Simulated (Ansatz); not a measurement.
`COC[SiH2]P` and `CO[CH2][GaH][ZnH]` differ in one atom or group.

Ansatz, PBE0-D4/def2-TZVP geometries, multiplicity 1. Each molecule was computed in one conformer, which needn't be the lowest.

Scalar relativity is left out up to krypton.

```tsv
property	`COC[SiH2]P`
HOMO–LUMO gap (B3LYP/def2-TZVPP) / eV	7.45
HOMO energy (PBE0/def2-TZVPP) / eV	-7.50
size of the dipole moment (ωB97M-V/def2-TZVPP) / D	1.23
LUMO energy (ωB97M-V/def2-TZVPP) / eV	2.13
LUMO energy (B3LYP/def2-TZVPP) / eV	0.17
size of the dipole moment (PBE/def2-TZVPP) / D	1.18
```

(1) Give the same properties after the change, and the shifts. (Best estimate.)

Answers

(1) Computed: 
```tsv
property	`CO[CH2][GaH][ZnH]`	shift
HOMO–LUMO gap (B3LYP/def2-TZVPP) / eV	3.65	-3.80
HOMO energy (PBE0/def2-TZVPP) / eV	-6.22	1.28
size of the dipole moment (ωB97M-V/def2-TZVPP) / D	0.95	-0.28
LUMO energy (ωB97M-V/def2-TZVPP) / eV	-0.52	-2.65
LUMO energy (B3LYP/def2-TZVPP) / eV	-2.39	-2.56
size of the dipole moment (PBE/def2-TZVPP) / D	0.97	-0.21
```

With PBE0 the HOMO rises by 1.28 eV and the LUMO falls by 2.55 eV, so the gap narrows by about 3.83 eV. PBE moves the HOMO by 0.97 eV and ωB97M-V by 1.32 eV. Dipoles are sizes alone; their direction can turn.

B3LYP here is the variant with VWN-RPA as its local correlation; programs differ in this.
